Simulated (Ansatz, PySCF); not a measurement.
Noncovalent pair: PH3 (SMILES P) (first 4 atoms) with AsH3 (SMILES [AsH3]); geometry from B3LYP-D3(BJ)/def2-TZVP.
(charge 0, multiplicity 1):
```xyz
8

P     -0.5518     0.1766     0.2743
H      0.7162    -0.4564     0.2556
H     -1.2642    -1.0484     0.2453
H     -0.5941     0.3428    -1.1351
As    -0.4515    -0.2415     3.8900
H     -1.8152     0.4360     3.9278
H      0.2822     1.0922     3.9484
H     -0.4163    -0.4018     5.4082
```

Basis-set superposition error: the interaction energy with monomers in their own basis, and in the dimer's basis (counterpoise).

Codes used: Ansatz (Gaussian orbitals); PySCF for 6-31G* rows. Values without a source in brackets are computed.

```json
[
 {"level": "HF/def2-SVPD", "uncorrected (meV)": "11.4", "counterpoise (meV)": "39.2", "difference": "27.8"},
 {"level": "HF/def2-TZVPPD", "uncorrected (meV)": "35.3", "counterpoise (meV)": "39.7", "difference": "4.4"},
 {"level": "B97M-V/def2-TZVPPD", "uncorrected (meV)": "-58.6", "counterpoise (meV)": "-54.5", "difference": "4.2"},
 {"level": "B3LYP/6-31G*", "uncorrected (meV)": "-0.9", "counterpoise (meV)": "7.1", "difference": "8.0"},
 {"level": "CAM-B3LYP/def2-TZVPPD", "uncorrected (meV)": "-11.1", "counterpoise (meV)": "-6.3", "difference": "4.8"},
 {"level": "wB97X-V/def2-TZVPPD", "uncorrected (meV)": "-58.6", "counterpoise (meV)": "-54.0", "difference": "4.6"},
 {"level": "B2PLYP/def2-TZVPPD", "uncorrected (meV)": "-19.5", "counterpoise (meV)": "-12.5", "difference": "7.0"},
 {"level": "MP2/def2-SVPD", "uncorrected (meV)": "-93.5", "counterpoise (meV)": "-40.6", "difference": "52.9"},
 {"level": "SCS-MP2/def2-SVPD", "uncorrected (meV)": "-73.6", "counterpoise (meV)": "-20.3", "difference": "53.3"},
 {"level": "SCS-MP2/def2-TZVPPD", "uncorrected (meV)": "-42.5", "counterpoise (meV)": "-29.4", "difference": "13.1"}
]
```

The error is largest for SCS-MP2/def2-SVPD (53.3 meV) and smallest for B97M-V/def2-TZVPPD (4.2 meV).

Ansatz is a program for electronic structure.
